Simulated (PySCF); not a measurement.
# Electron correlation in N³⁺ (nitrogen, charge +3)

[He] 2s2, closed-shell 1S. All numbers are calculated (PySCF 2.14, scalar relativity by spin-free X2C-1e, in aug-cc-pVTZ-DK (5s4p3d2f, 46 functions)). Frozen: 1s2; 2 electrons correlated.

With two correlated electrons CCSD is exact within the correlated space (frozen core and kept virtual orbitals).

```json
{"level": "CCSD", "correlation energy (mhartree)": "-85.21"}
```

Diagnostics: T1 = 0.0065, D1 = 0.0092, largest double amplitude 0.154.

Q: Is a single reference adequate?

A: Not fully. A double-excitation amplitude exceeds 0.15, a sign of near-degeneracy.
